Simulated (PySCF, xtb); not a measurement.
C3H8NO, SMILES C[NH+](C)C=O, charge +1. One conformer was computed; it need not be the lowest.

Harmonic wavenumbers (cm⁻¹) from GFN2-xTB (xtb) at its own minimum, in rising order: 71, 177, 223, 278, 344, 404, 629, 743, 900, 931, 996, 1025, 1091, 1123, 1182, 1226, 1251, 1291, 1405, 1417, 1434, 1438, 1450, 1455, 1886, 2901, 3049, 3051, 3054, 3057, 3062, 3067, 3174.

Question: What does PBE-D3(BJ)/def2-SVP in PySCF give at its own minimum? (Estimate from the structure and the level; the computed values follow.)

Answer: 70, 185, 225, 284, 340, 404, 577, 726, 840, 922, 989, 1010, 1110, 1120, 1192, 1282, 1301, 1341, 1373, 1400, 1406, 1415, 1430, 1431, 1899, 2983, 3006, 3019, 3121, 3129, 3138, 3140, 3308. Paired by order, the mean absolute difference is 33 cm⁻¹ and the zero-point energies are 69.7 and 70.2 kcal/mol.
